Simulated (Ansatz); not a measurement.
`C[Si](O)(Cl)Br` → `CCl` + `O[Si]Br`  (silylene formation by 1,1-elimination)

Isolated molecules relaxed with PBE0-D4/def2-TZVP in Ansatz; ΔE leaves out vibrations. CBS: MP2 limit from def2 TZ/QZ plus the TZ coupled-cluster correction, frozen cores. This one scheme is used for every species. DFT in def2-TZVPP. For Br outer-core shells are correlated without core-valence functions, which leaves a few kJ/mol of doubt a bond. Scalar relativity is left out up to krypton. Each species was taken in one conformer, which may not be the lowest.

| species | r2SCAN energy (Eh) |
| --- | --- |
| `C[Si](O)(Cl)Br` | -3439.71151 |
| `CCl` | -500.07987 |
| `O[Si]Br` | -2939.50612 |

**Question.** Work out ΔE.

**Answer.** ΔE = (-500.07987) + (-2939.50612) − (-3439.71151) = 0.12552 Eh = +329.6 kJ/mol. CCSD(T)/CBS gives +320.4 kJ/mol.

Largest T1 diagnostic among the species: 0.012.

From r2SCAN to r2SCAN0 (25 % exact exchange), in def2-TZVPP and without D4, ΔE moves by +7.7 kJ/mol. In def2-TZVPP, CCSD(T) changes the Hartree–Fock value by +7.5 kJ/mol (the triples alone add +0.4 kJ/mol) and MP2 by +30.1 kJ/mol.
